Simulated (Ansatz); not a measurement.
The cluster Sr2S2⁻. Total charge -1; doublet. Geometry PBE0-D4/def2-TZVPD; atoms count from 1.

```xyz
4

Sr    0.349    1.541    1.428
Sr    1.022   -1.851   -0.254
S    -0.009    0.620   -1.254
S    -1.362   -0.310    0.080
```

In the def2 sets Sr takes a core potential; there is no spin–orbit coupling. The charge -1 doublet is spin-contaminated (final ⟨S²⟩ up to 0.96, 0.75 for a pure state). Another isomer (doublet) lies 1.63 eV lower at PBE0-D4/def2-TZVPD; other spin states weren't run for this one.

(1) Estimate the Mulliken populations from the PBE0/def2-TZVPD orbitals of Ansatz.

(2) Where does the spin sit?

(3) And the Mayer bond orders between bonded heavy atoms (over 0.3)?

## Answers

(1) 
```csv
atom,charge (e),spin (α − β)
Sr1,0.27,0.42
Sr2,0.27,0.42
S3,-0.77,0.08
S4,-0.77,0.08
```
Mulliken values and Mayer orders depend strongly on the basis. With diffuse functions, as here, like atoms can get unlike values, and bond orders can come out too low or too high.

(2) Summed by element: Sr 0.84, S 0.16, of 1 unpaired in all. Largest on single atoms: Sr2 0.42, Sr1 0.42, S3 0.08.

(3) Sr1–Sr2 1.34 (3.85 Å); S3–S4 0.83 (2.11 Å).
